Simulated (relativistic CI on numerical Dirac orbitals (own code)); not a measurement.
**Radial parameters of W⁵⁰⁺**

Computed by Dirac-Coulomb-Breit CI, KLI orbitals optimised for each configuration, QED by a radiative potential, unscaled Slater integrals (own radial code, finite nucleus).

Slater integrals F^k, G^k are unscaled and averaged over j, outside the closed core [Ne]; ζ comes from projecting the Hamiltonian with its Breit term on Σ l·s of the shell.

- 3s2 3p6 3d6: F^2(3d,3d) = 596930, F^4(3d,3d) = 385470, ζ(3d) = 227070 cm⁻¹; <r>(3d) = 0.171, <r^2>(3d) = 0.03392 (bohr units).
- 3s2 3p5 3d7: ζ(3p) = 1.7237e+06, F^2(3d,3d) = 596070, F^4(3d,3d) = 384890, F^2(3p,3d) = 517290, G^1(3p,3d) = 551560, G^3(3p,3d) = 367820, ζ(3d) = 225290 cm⁻¹; <r>(3p) = 0.1908, <r^2>(3p) = 0.0422, <r>(3d) = 0.1713, <r^2>(3d) = 0.03401 (bohr units).
- 3s2 3p4 3d8: F^2(3p,3p) = 512800, ζ(3p) = 1.7227e+06, F^2(3d,3d) = 595200, F^4(3d,3d) = 384300, F^2(3p,3d) = 516880, G^1(3p,3d) = 551580, G^3(3p,3d) = 367700, ζ(3d) = 223510 cm⁻¹; <r>(3p) = 0.191, <r^2>(3p) = 0.04227, <r>(3d) = 0.1715, <r^2>(3d) = 0.0341 (bohr units).

**Question.** Give the Racah parameters of the d shell in 3s2 3p6 3d6.

**Answer.** B = F²/49 − 5F⁴/441 = 7812 cm⁻¹ and C = 35F⁴/441 = 30593 cm⁻¹.

Averages of the first 10 configurations, taken without configuration mixing, which lowers the lowest level and can move excited configurations by several eV; other configurations of the list can lie among them:

| Configuration | Parity | States | Average energy above the lowest level (eV) |
| --- | --- | --- | --- |
| 3s2 3p6 3d6 | even | 210 | 123.7 |
| 3s2 3p5 3d7 | odd | 720 | 616.9 |
| 3s2 3p4 3d8 | even | 675 | 1118.5 |
| 3s 3p6 3d7 | even | 240 | 1063.4 |
| 3p6 3d8 | even | 45 | 2014.2 |
| 3s 3p5 3d8 | odd | 540 | 1555.1 |
| 3s2 3p6 3d5 4s | even | 504 | 1926.9 |
| 3s2 3p6 3d5 4p | odd | 1512 | 2096.0 |
| 3s2 3p4 3d7 4s | even | 3600 | 2901.9 |
| 3s2 3p6 3d5 4d | even | 2520 | 2285.5 |
